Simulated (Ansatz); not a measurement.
Cost and result up the ladder for 1-butyl-3-methylimidazolium bromide, `CCCCn1cc[n+](C)c1.[Br-]` (26 atoms). Total charge 0; singlet. Geometry: PBE-D4/def2-SVP.

```xyz
26

C    -0.068    1.647   -3.287
C     0.047    1.642   -1.762
C     1.254    0.845   -1.255
C     1.423    0.826    0.262
N     0.282    0.238    0.967
C    -0.066    0.516    2.285
C    -0.918   -0.469    2.704
N    -1.093   -1.347    1.638
C    -1.679   -2.673    1.704
C    -0.243   -0.979    0.633
H     0.832    2.093   -3.759
H    -0.948    2.227   -3.630
H    -0.170    0.616   -3.687
H     0.116    2.687   -1.385
H    -0.885    1.228   -1.318
H     1.225   -0.204   -1.625
H     2.190    1.270   -1.677
H     2.307    0.204    0.531
H     1.554    1.852    0.662
H     0.312    1.402    2.805
H    -1.434   -0.610    3.659
H    -2.321   -2.857    0.819
H    -2.294   -2.757    2.618
H    -0.849   -3.416    1.715
H    -0.334   -1.347   -0.392
Br    1.760   -2.636    0.776
```

Ansatz on 4 threads of Arm Neoverse V2 on a shared host. Times are rough, and most runs start from the orbitals of an earlier one. PBE0-D4/def2-TZVP serves as the yardstick here, not as an exact answer. Differences are given only for rows in sets of like size (and for xTB, whose basis is part of the method), since another set adds its own error. Binding counts from free atoms at the same level (C triplet, N quartet, H doublet, Br doublet; other spins of the atoms weren't run), without zero-point energy or a counterpoise term.

The 6-31G sets use Cartesian d functions. B3LYP takes the VWN-RPA correlation. Correlated methods freeze 19 core orbitals; core or outer-core shells of Br are correlated, in sets that lack core-valence functions. The rows differ in basis, and correlated rows in double-zeta sets carry the largest basis error.

Correlated methods converge slowly with the basis, most of all in double-zeta sets.

```csv
level,functions,binding energy per atom (eV),difference from PBE0-D4/def2-TZVP (eV)
r2SCAN-D4/def2-TZVP,448,4.21,-0.04
MP2/def2-SVP,247,4.07,–
PBE0-D4/def2-TZVP,448,4.24,0.00
BHLYP-D4/def2-TZVP,448,4.07,-0.17
B3LYP-D4/6-31G,149,4.12,–
HF/6-31G,149,2.86,–
PBE-D4/def2-TZVP (with forces),448,4.33,0.08
r2SCANh-D4/def2-TZVP (with forces),448,4.18,-0.06
PBE0-D4/def2-SVP,247,4.30,–
PBE-D4/def2-SVP,247,4.38,–
```

Estimate how long each takes.

HF/6-31G 2.1 s; B3LYP-D4/6-31G 3.7 s; PBE-D4/def2-SVP 3.9 s; MP2/def2-SVP 6.5 s; PBE0-D4/def2-SVP 7.5 s; PBE-D4/def2-TZVP (with forces) 10 s; r2SCAN-D4/def2-TZVP 16 s; PBE0-D4/def2-TZVP 20 s; BHLYP-D4/def2-TZVP 21 s; r2SCANh-D4/def2-TZVP (with forces) 37 s. On shared hardware such times vary by a factor of up to 3.
